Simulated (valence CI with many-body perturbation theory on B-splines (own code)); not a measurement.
# Which ion has this spectrum?

A relativistic CI+MBPT calculation for an atom or ion with 24 electrons gives these levels (eV):

```tsv
J	Parity	E	g
4	even	0.000	1.39
2	even	4.377	1.40
3	even	7.982	1.44
0	even	9.496	
1	even	10.468	1.44
4	even	12.540	1.09
6	even	16.303	1.13
5	even	16.322	1.12
2	even	19.075	1.04
3	even	19.614	1.02
2	even	20.680	1.22
4	even	24.896	0.98
0	even	24.988	
1	even	25.986	0.83
```

The energies are calculated, and their last digits are not significant.

(1) Which is it?
A. In25+
B. Sb27+
C. Sn26+
D. Te28+

## Answers

(1) D. Te28+, ground level (3d3/2^4 3d5/2^2) J=4.
